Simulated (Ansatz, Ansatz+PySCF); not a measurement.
```xyz
8

C     0.0000    0.0000    0.0000
H     1.0903    0.0000    0.0000
H    -0.5452    0.9443    0.0000
H    -0.5452   -0.9443    0.0000
C    30.0000    0.0000    0.0000
H    29.5806    0.9369    0.3677
H    30.5289   -0.0236   -0.9532
H    29.8905   -0.9133    0.5855
```

Basis set: STO-3G (spherical functions). Correlated methods keep 2 orbitals frozen. Correlation on ROHF uses semicanonical orbitals with singles. Charge 0, multiplicity 3.

Computed with Ansatz (development build ahead of 0.2.0); each method stands on the lowest determinant of its kind that the runs found.

The atomization energy at this shape (free ground-state atoms in the same class of orbitals less the molecule, no zero-point energy) of triplet C2H6 in separate pieces:

```
      method  atomization energy
ROHF-CCSD(T)            28.12 eV
    ROHF-MP2            27.51 eV
         UHF            26.02 eV
        ROHF            25.77 eV
```

Task: What does UHF-MP2 give?

Result: 27.59 eV.

This basis has no polarisation functions and is too small for such energies, which can lie far from measured ones in either direction.
